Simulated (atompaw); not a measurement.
An all-electron radial function and its pseudo partner (Eu)

Columns: radius, all-electron u(r) and pseudo u(r) of the 5p shell (level -26.64 eV) of europium in the configuration [Kr] 4d10 4f6 5s2 5p6 5d1 6s2 6p0; PBEsol, scalar-relativistic, PAW (atompaw) scheme, atompaw 4.2.0.5.

```tsv
r (bohr)	all-electron	pseudo
0.110	0.0867	0.0167
0.219	0.2552	0.0650
0.329	-0.1915	0.1421
0.438	-0.4602	0.2408
0.548	-0.4060	0.3555
0.658	-0.1588	0.4768
0.767	0.1400	0.5951
0.877	0.4159	0.7043
0.987	0.6325	0.7963
1.096	0.7821	0.8654
1.206	0.8731	0.9097
1.315	0.9144	0.9280
1.425	0.9182	0.9221
1.535	0.8943	0.8951
1.644	0.8521	0.8522
1.754	0.7977	0.7977
1.863	0.7374	0.7374
1.973	0.6738	0.6738
2.083	0.6105	0.6105
2.192	0.5497	0.5497
2.302	0.4917	0.4917
2.412	0.4378	0.4378
2.521	0.3887	0.3887
2.631	0.3435	0.3435
2.740	0.3032	0.3032
2.850	0.2667	0.2667
```

How many radial nodes do the two functions have?

The all-electron 5p function has n − l − 1 = 3 (the table is too coarse to show those close to the nucleus); the pseudo-wave has 0, since the states of the same l below it are removed with the core.

At about which radius was the pseudo-wave matched?

1.85 bohr. The columns agree to 0.0005 from 1.64 bohr on; several derivatives are matched, so the curves merge somewhat inside the radius.

Is the pseudo-wave norm-conserving?

No, it belongs to a PAW set: the norm inside the radius is not constrained, and the difference is carried by the augmentation charge.
